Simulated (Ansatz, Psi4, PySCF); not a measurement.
C₅H₇, doublet, geometry from GFN2-xTB. Base run: BLYP/def2-SVP in PySCF.

Geometry (Å):
```xyz
12

C     -0.0059     0.0626     0.0492
C      0.0528     0.7415     1.2978
C     -0.0414    -0.7357     1.3217
C      0.7168     0.0191    -1.2587
C     -0.7871     0.0670    -1.2200
H      0.7199     1.4439     1.7454
H     -0.9830    -1.1909     1.6053
H      0.8195    -1.3299     1.6149
H      1.1926    -0.9105    -1.5369
H      1.2530     0.9011    -1.5773
H     -1.3358    -0.8261    -1.4813
H     -1.2771     0.9853    -1.5101
```
Charge 0, spin multiplicity 2.
Orbitals are unrestricted.
All else is at PySCF's defaults.

The same geometry, method and basis name were run in Ansatz (a first-principles code) and Psi4 and PySCF, at each program's defaults and at the settings that a row names. The base is PySCF at its defaults. Differences at the defaults can come from grids, fitting, cores and function types together.

```csv
code and settings,ΔE vs base (µEh),basis functions,E (Eh),SCF cycles,dipole (D)
"PySCF, defaults (exact integrals, its default grid, spherical functions)",0.0,105,-194.33799,11,0.68
"Psi4, defaults (density fitting with its default set, its default grid, spherical functions)",-103,105,-194.33809,10,0.68
"Ansatz, defaults (factorised integrals, its default grid, spherical functions)",-2.6,105,-194.33799,-,-
"PySCF, density fitting with def2-universal-jkfit",-98.7,105,-194.33809,11,0.68
"PySCF, fine grid",-0.8,105,-194.33799,11,0.68
"Psi4, exact integrals, spherical functions, fine grid",-0.8,105,-194.33799,14,0.68
"Ansatz, high accuracy",-0.6,105,-194.33799,-,-
```

Open shells are given as the SCF converged; they aren't shown to be the lowest states, and a large step between rows can be another state.
